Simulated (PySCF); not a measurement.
**Os²⁺: excitation energy**

Os²⁺ [Xe] 4f14 5d6 (5D) → Os²⁺ [Xe] 4f14 5d5 6s1 (7S), as a difference of total energies. All numbers are calculated (PySCF 2.14, a scalar-relativistic core potential, in aug-cc-pwCVDZ-PP with ECP60MDF). Correlated levels: valence: 5s2 5p6 frozen. The calculations carry no spin-orbit coupling.

| method | excitation energy (cm⁻¹) |
| --- | --- |
| UHF | -5376.8 |
| MP2 (valence) | -1611.2 |
| SCS-MP2 (valence) | 3165.1 |
| CCSD (valence) | -1304.5 |
| CCSD(T) (valence) | -1016.0 |

Question: How much does correlation contribute at CCSD(T) (valence)?

Answer: -1016.0 − (-5376.8) = 4360.8 cm⁻¹, measured against UHF.
